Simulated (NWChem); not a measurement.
System: C2H3ClF2Si; SMILES Cl[SiH2]C=C(F)F

```xyz
9

F     -0.6546    -1.9621     1.1147
C      0.2690    -1.7225     0.2193
F      1.0319    -2.7748     0.0863
C      0.4082    -0.5840    -0.4558
Si    -0.6848     0.8962    -0.2520
Cl     0.2464     2.3310     0.9228
H      1.2469    -0.5604    -1.1565
H     -0.9300     1.5123    -1.5836
H     -1.9622     0.5168     0.4062
```
Atoms are numbered in this order, from 1.

All runs: NWChem. Coordinates come from a PBE0/def2-SVP optimisation. Level: PBE0/def2-SVP with SMD (1 M gas to 1 M solution), gas-phase geometry. Reactions with the solvent are ignored.

Estimate the computed values for solvent water. Quantities: solvation free energy (kcal/mol); cavity-dispersion-structure term (kcal/mol); dipole in solution (D).

solvation free energy (kcal/mol): 2.3
cavity-dispersion-structure term (kcal/mol): 4.6
dipole in solution (D): 1.89
